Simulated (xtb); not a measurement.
Cl2Sb (SMILES [Cl][Sb+][Cl]), charge +1, singlet, geometry from GFN2-xTB. Base run: GFN2-xTB (xtb 6.7.1).

Input for xtb:
```
$ xtb mol.xyz --gfn 2 --chrg 1 --json

# file mol.xyz
3

Sb     0.37750143    -0.02033636     0.45805429
Cl     0.77066814     0.35397311    -1.77453146
Cl    -1.90317243    -0.29296404     0.40036859
```

Variants of this job, named by their change:

```
change         ΔE vs base (mEh)  HOMO-LUMO gap (eV)  G_solv (kcal/mol)  SCF cycles
-------------  ----------------  ------------------  -----------------  ----------
base                      0.000                2.16                  -          16
gbsa = water            -77.686                2.16             -48.75          15
acc = 0.0001              0.000                2.16                  -          20
etemp = 5000             -7.676                2.34                  -          17
alpb = cs2                  ___                 ___                ___          14
acc = 0.1                 0.000                2.16                  -          17
etemp = 10000               ___                 ___                  -          16
```

### Question
Fill in the missing entries.

### Answer

- alpb = cs2, ΔE vs base (mEh): -60.414
- alpb = cs2, HOMO-LUMO gap (eV): 2.18
- alpb = cs2, G_solv (kcal/mol): -37.94
- etemp = 10000, ΔE vs base (mEh): -54.817
- etemp = 10000, HOMO-LUMO gap (eV): 2.67

ALPB and GBSA are two models with their own fitted parameters for each solvent, which aren't always the measured dielectric constant.
